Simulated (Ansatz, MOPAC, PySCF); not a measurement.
Lewis adduct: GaH3 (SMILES [GaH3]) (first 4 atoms) with H2O (SMILES O); geometry from B3LYP-D3(BJ)/def2-TZVP, rigid monomers moved along the line of their centres of mass till Ga1···O5 is 2.56 Å.
(charge 0, multiplicity 1):
| atom | x (Å) | y (Å) | z (Å) |
|---|---|---|---|
| Ga | 0.3967 | -0.3761 | 0.6852 |
| H | 1.8829 | -0.0976 | 1.1226 |
| H | -0.2292 | -1.8111 | 0.8526 |
| H | -0.2872 | 0.6261 | -0.3304 |
| O | -0.6877 | 0.6157 | 2.7812 |
| H | -1.6495 | 0.5433 | 2.7427 |
| H | -0.4830 | 1.5546 | 2.8720 |

Monomers are frozen at their geometry in the pair; levels with a basis set take the counterpoise correction. Rows marked so take none.

Cores are frozen in the correlated methods. Filled d and f shells under p-block atoms count as core. CBS(a, b) extrapolates the correlation energy as X⁻³ and adds the Hartree–Fock energy of set b. Rows in 6-31G* carry no dispersion term and start afresh at each structure (6-31G* with six Cartesian d functions); the Pople sets are all-electron and without relativity. MP2/6-31G* freezes PySCF's default core, which leaves 3d correlated. The state that AM1 reach isn't checked.

Run with Ansatz (a program for electronic structure); MOPAC for AM1 (differences of heats of formation); PySCF for 6-31G* rows, the dispersion terms. Values without a source in brackets are computed.

```json
[
 {"level": "AM1", "interaction energy (kcal/mol)": "-18.00"},
 {"level": "HF/aug-cc-pVDZ", "interaction energy (kcal/mol)": "-10.24"},
 {"level": "BP86/6-31G* (no counterpoise)", "interaction energy (kcal/mol)": "-16.00"},
 {"level": "r2SCAN-D3(BJ)/def2-TZVPPD", "interaction energy (kcal/mol)": "-13.32"},
 {"level": "B3LYP-D3(BJ)/def2-TZVPPD", "interaction energy (kcal/mol)": "-11.84"},
 {"level": "PBE0-D4/def2-TZVPPD", "interaction energy (kcal/mol)": "-12.35"},
 {"level": "MP2/6-31G* (no counterpoise)", "interaction energy (kcal/mol)": "-16.59"},
 {"level": "CCSD(T)/aug-cc-pVDZ", "interaction energy (kcal/mol)": "(withheld)"},
 {"level": "CCSD(T)/CBS(aug-cc-pVDZ, aug-cc-pVTZ)", "interaction energy (kcal/mol)": "(withheld)"}
]
```

Task: Some entries are withheld; supply them.

Result: 
- CCSD(T)/aug-cc-pVDZ, interaction energy (kcal/mol): -11.44
- CCSD(T)/CBS(aug-cc-pVDZ, aug-cc-pVTZ), interaction energy (kcal/mol): -12.11
